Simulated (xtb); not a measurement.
Here is a job for xtb.
```
$ xtb mol.xyz --gfn 2 --uhf 1 --alpb benzene --json

# file mol.xyz
4

Cl     1.85834472    -0.43964347    -0.16627542
Si     0.00366610    -0.01083797     0.52515717
Cl    -1.31430510    -1.38571251    -0.16365187
Cl    -0.54705876     1.83428137    -0.10255510
```

Task: What does this run give for the partial charges in atom order, dipole moment, total energy?

Result: 
- partial charges in atom order: Cl1 -0.17, Si2 0.50, Cl3 -0.17, Cl4 -0.17
- dipole moment: 0.13 D
- total energy: -420.4878 eV
